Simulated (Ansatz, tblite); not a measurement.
Forces on Ca₂F₅⁻ at its PBE0-D4/def2-SVPD geometry. Charge -1, multiplicity 1.

The xTB rows come from tblite. The structure comes from a short search, and lower isomers may exist.

GFN1-xTB (tblite), largest force 0.74 eV/Å:

```xyz
7
positions Å, forces eV/Å
Ca   -1.100   -0.627   -0.785   -0.512   -0.293   -0.367
Ca    1.099    0.627    0.785    0.513    0.292    0.366
F    -0.492    1.482   -0.494    0.070   -0.209    0.070
F     1.102   -0.832   -0.879   -0.156    0.118    0.124
F    -2.626   -1.499   -1.876    0.543    0.310    0.389
F    -0.611   -0.649    1.374    0.086    0.091   -0.194
F     2.628    1.498    1.875   -0.544   -0.310   -0.388
```

GFN2-xTB (tblite), largest force 0.59 eV/Å:

```
Ca -0.358 -0.204 -0.256
Ca 0.358 0.204 0.255
F 0.079 -0.237 0.079
F -0.176 0.133 0.141
F 0.432 0.247 0.309
F 0.098 0.103 -0.220
F -0.433 -0.246 -0.308
```

PBE-D4/def2-TZVPD (Ansatz), largest force 0.24 eV/Å:

```
Ca -0.069 -0.039 -0.050
Ca 0.069 0.040 0.049
F -0.073 0.221 -0.074
F 0.165 -0.125 -0.131
F -0.100 -0.057 -0.071
F -0.091 -0.097 0.205
F 0.099 0.057 0.071
```
